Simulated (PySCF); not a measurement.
Compound: C₆H₁₃FO₂.
Structure used (PBE0-D3(BJ)/def2-SVP), in Å, numbered top down from 1:
```xyz
22
C6H13FO2 angstrom
C      3.5289    0.7076   -0.2578
C      2.7641   -0.5321    0.1565
O      1.4817   -0.2472    0.6821
C      0.4708   -0.1656   -0.2109
F      0.5932    0.9926   -0.9748
O     -0.6821   -0.1424    0.4908
C     -1.8886   -0.2299   -0.2652
C     -2.8376   -1.1109    0.5205
C     -2.4447    1.1574   -0.5298
H      3.0380    1.2175   -1.0975
H      4.5530    0.4373   -0.5576
H      3.5897    1.4144    0.5827
H      2.6707   -1.2377   -0.6915
H      3.2989   -1.0619    0.9594
H      0.5001   -0.9904   -0.9592
H     -1.6607   -0.7189   -1.2327
H     -2.4050   -2.1100    0.6735
H     -3.0322   -0.6672    1.5087
H     -3.7966   -1.2189   -0.0073
H     -3.3823    1.0969   -1.1028
H     -2.6519    1.6659    0.4242
H     -1.7221    1.7620   -1.0931
```

Computed, not measured: PBE0-D3(BJ)/def2-SVP geometry optimisation, gas phase (PySCF 2.14.0).

Masses are those of the commonest isotopes; rigid-rotor values at the optimised geometry. The values belong to one conformer with, in the numbering `[CH3:1][CH2:2][O:3][C@H:4]([F:5])[O:6][CH:7]([CH3:8])[CH3:9]`, C1–C2–O3–C4 88°, C2–O3–C4–F5 -71°, O3–C4–O6–C7 -172°, C4–O6–C7–C8 141°.

Question: What are A, B and C (GHz)?

Answer: Ia = 128.97, Ib = 639.41, Ic = 728.05 u·Å²; 505379 MHz·u·Å²/I gives 3919, 790.4 and 694.2 MHz, that is A = 3.9187, B = 0.7904, C = 0.6942 GHz.

Question: What kind of rotor is it?

Answer: A near-prolate asymmetric top. Ray's parameter κ = (2B − A − C)/(A − C) = -0.940; −1 is the prolate and +1 the oblate limit.

Question: What does the inertial defect say?

Answer: Not planar: Δ = Ic − Ia − Ib = -40.33 u·Å². For a rigid frame Δ = −2 Σ m c², so Σ m c² = 20.16 u·Å² lies off the ab plane: 10.68 from hydrogen and 9.48 from heavier atoms. The atom farthest from that plane is 1.37 Å away.

Question: Give the other two planar moments, Paa and Pbb, and the rms extents of the mass along the axes.

Answer: Paa = Σ m a² = (Ib + Ic − Ia)/2 = 619.24 and Pbb = Σ m b² = (Ia + Ic − Ib)/2 = 108.80 u·Å². With the mass M = 136.09 u, the rms extents √(P/M) along a, b and c are 2.13, 0.89, 0.38 Å.

Question: Which types of transition are allowed, and where do some lines up to J = 3 fall?

Answer: The dipole components are |μa| = 0.07 D, |μb| = 0.44 D, |μc| = 1.96 D. Intensities carry the squares of the components, which stand as 0.00 : 0.05 : 1.00 (a : b : c). Some lines, for components of 0.1 D or more:

```json
{"type": "c", "branch": "Q", "J(Ka,Kc)": "3(1,3) ← 3(0,3)", "MHz": "2897", "lower level (cm⁻¹)": "0.297"}
{"type": "c", "branch": "Q", "J(Ka,Kc)": "2(1,2) ← 2(0,2)", "MHz": "3034", "lower level (cm⁻¹)": "0.148"}
{"type": "c", "branch": "Q", "J(Ka,Kc)": "1(1,1) ← 1(0,1)", "MHz": "3128", "lower level (cm⁻¹)": "0.050"}
{"type": "b", "branch": "Q", "J(Ka,Kc)": "1(1,0) ← 1(0,1)", "MHz": "3225", "lower level (cm⁻¹)": "0.050"}
{"type": "b", "branch": "Q", "J(Ka,Kc)": "2(1,1) ← 2(0,2)", "MHz": "3323", "lower level (cm⁻¹)": "0.148"}
{"type": "b", "branch": "Q", "J(Ka,Kc)": "3(1,2) ← 3(0,3)", "MHz": "3475", "lower level (cm⁻¹)": "0.297"}
{"type": "c", "branch": "R", "J(Ka,Kc)": "1(1,0) ← 0(0,0)", "MHz": "4709", "lower level (cm⁻¹)": "0.000"}
{"type": "b", "branch": "R", "J(Ka,Kc)": "2(1,2) ← 1(0,1)", "MHz": "6001", "lower level (cm⁻¹)": "0.050"}
{"type": "c", "branch": "R", "J(Ka,Kc)": "2(1,1) ← 1(0,1)", "MHz": "6290", "lower level (cm⁻¹)": "0.050"}
{"type": "c", "branch": "Q", "J(Ka,Kc)": "3(2,2) ← 3(1,2)", "MHz": "9242", "lower level (cm⁻¹)": "0.413"}
{"type": "b", "branch": "Q", "J(Ka,Kc)": "3(2,1) ← 3(1,2)", "MHz": "9253", "lower level (cm⁻¹)": "0.413"}
{"type": "c", "branch": "Q", "J(Ka,Kc)": "2(2,1) ← 2(1,1)", "MHz": "9385", "lower level (cm⁻¹)": "0.259"}
{"type": "b", "branch": "Q", "J(Ka,Kc)": "2(2,0) ← 2(1,1)", "MHz": "9387", "lower level (cm⁻¹)": "0.259"}
{"type": "b", "branch": "Q", "J(Ka,Kc)": "2(2,1) ← 2(1,2)", "MHz": "9674", "lower level (cm⁻¹)": "0.250"}
{"type": "b", "branch": "Q", "J(Ka,Kc)": "3(2,2) ← 3(1,3)", "MHz": "9819", "lower level (cm⁻¹)": "0.393"}
{"type": "b", "branch": "R", "J(Ka,Kc)": "2(2,1) ← 1(1,0)", "MHz": "12450", "lower level (cm⁻¹)": "0.157"}
{"type": "c", "branch": "R", "J(Ka,Kc)": "2(2,0) ← 1(1,0)", "MHz": "12452", "lower level (cm⁻¹)": "0.157"}
{"type": "b", "branch": "R", "J(Ka,Kc)": "2(2,0) ← 1(1,1)", "MHz": "12549", "lower level (cm⁻¹)": "0.154"}
{"type": "b", "branch": "R", "J(Ka,Kc)": "3(2,2) ← 2(1,1)", "MHz": "13838", "lower level (cm⁻¹)": "0.259"}
{"type": "c", "branch": "R", "J(Ka,Kc)": "3(2,2) ← 2(1,2)", "MHz": "14127", "lower level (cm⁻¹)": "0.250"}
{"type": "b", "branch": "R", "J(Ka,Kc)": "3(2,1) ← 2(1,2)", "MHz": "14138", "lower level (cm⁻¹)": "0.250"}
{"type": "c", "branch": "Q", "J(Ka,Kc)": "3(3,1) ← 3(2,1)", "MHz": "15872", "lower level (cm⁻¹)": "0.721"}
{"type": "b", "branch": "Q", "J(Ka,Kc)": "3(3,0) ← 3(2,1)", "MHz": "15872", "lower level (cm⁻¹)": "0.721"}
{"type": "b", "branch": "R", "J(Ka,Kc)": "3(3,1) ← 2(2,0)", "MHz": "20335", "lower level (cm⁻¹)": "0.572"}
{"type": "c", "branch": "R", "J(Ka,Kc)": "3(3,0) ← 2(2,0)", "MHz": "20335", "lower level (cm⁻¹)": "0.572"}
{"type": "c", "branch": "R", "J(Ka,Kc)": "3(3,1) ← 2(2,1)", "MHz": "20337", "lower level (cm⁻¹)": "0.572"}
{"type": "b", "branch": "R", "J(Ka,Kc)": "3(3,0) ← 2(2,1)", "MHz": "20337", "lower level (cm⁻¹)": "0.572"}
```

Question: Estimate the classical rotational partition function at 25 K, 50 K and 100 K.

Answer: Point group C1, symmetry number σ = 1; q = (√π/σ)·√((kT/h)³/(ABC)), k/h = 20836.6 MHz/K: 14400 at 25 K, 40600 at 50 K, 115000 at 100 K.

Stationary, but not proved a minimum. No vibrational averaging or centrifugal distortion is included, and the geometry carries the error of its method. A rigid rotor knows nothing of internal rotation, which can split or shift real lines.
